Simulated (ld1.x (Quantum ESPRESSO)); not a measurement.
**iron, TM: configuration errors across variants**

ld1.x (Quantum ESPRESSO) 7.5 input, shortened:

```
&input
   title='Fe', zed=26., rel=2, dft='PBE', iswitch=3,
   config='[Ar] 3d6 4s2 4p0', rel_dist='average'
 /
 &inputp
   pseudotype=2, tm=.true., lloc=-1, rcloc=1.15,
   nlcc=.true.
 /
3
4S  1  0   2.00   0.00  2.15  2.15  0.0
4P  2  1   0.00   0.00  2.30  2.30  0.0
3D  3  2   6.00   0.00  1.05  1.05  0.0
 &test
   configts(1)='3d6 4s2 4p0'
 /
```

Open shells are filled in proportion to 2j + 1 (rel_dist='average').

All-electron excitation energies from the reference (eV): (1) 3d6 4s1 4p0 8.729; (2) 3d6 4s0 4p0 24.932; (3) 3d5 4s0 4p0 59.155; (4) 3d6 4s0 4p2 8.454; (5) 3d6.5 4s1.5 4p0 -0.727; (6) 3d6 4s1.5 4p0 3.484.

Tests that are not counted but printed errors over 1 eV. “base”: 3d5 4s2 4p1 (solver errors, printed error -3.1 eV). “all radii but the core radius scaled by about 0.88 (s 1.90, p 2.02, d 0.92 bohr); local potential all-electron potential smoothed inside 1.02 bohr (lloc = -1)”: 3d5 4s2 4p1 (solver errors, printed error -3.0 eV). “all radii but the core radius scaled by about 1.39 (s 2.98, p 3.18, d 1.46 bohr); local potential all-electron potential smoothed inside 1.60 bohr (lloc = -1)”: 3d5 4s2 4p1 (solver errors, printed error -453 eV); 3d6.5 4s1.5 4p0 (solver errors, printed error -561 eV).

A true bound ghost makes a file unfit for plane-wave use even where its test errors are small: the radial tests pick states by their node count and pass the ghost by. Where a test does run into it, the solver fails or the error is huge.

Errors AE − PS in meV (a dash: test not solved or not reliable):

```tsv
change	(1)	(2)	(3)	(4)	(5)	(6)	bound ghosts
base	-7.8	-50	-155	+20	-39	-1.5	s
all radii but the core radius scaled by about 0.75 (s 1.60, p 1.72, d 0.78 bohr); local potential all-electron potential smoothed inside 0.86 bohr (lloc = -1)	-2.7	-23	-230	-6.4	-27	-0.5	s, p1/2, p3/2
all radii but the core radius scaled by about 0.88 (s 1.90, p 2.02, d 0.92 bohr); local potential all-electron potential smoothed inside 1.02 bohr (lloc = -1)	-7.0	-48	-167	-13	-36	-1.3	s, p3/2, p1/2
all radii but the core radius scaled by about 1.05 (s 2.26, p 2.42, d 1.10 bohr); local potential all-electron potential smoothed inside 1.22 bohr (lloc = -1)	-7.8	-50	-161	-1.2	-39	-1.5	s
all radii but the core radius scaled by about 1.27 (s 2.72, p 2.92, d 1.34 bohr); local potential all-electron potential smoothed inside 1.46 bohr (lloc = -1)	-7.9	-49	-256	-9.4	-37	-1.6	s
all radii but the core radius scaled by about 1.39 (s 2.98, p 3.18, d 1.46 bohr); local potential all-electron potential smoothed inside 1.60 bohr (lloc = -1)	-16	-63	-384	-17	–	-4.1	s
```

(1) Give the same row for: all radii but the core radius scaled by about 1.15 (s 2.48, p 2.64, d 1.20 bohr); local potential all-electron potential smoothed inside 1.32 bohr (lloc = -1).

## Answers

(1) -7.4, -48, -197, -6.0, -37, -1.4; bound ghosts: s.
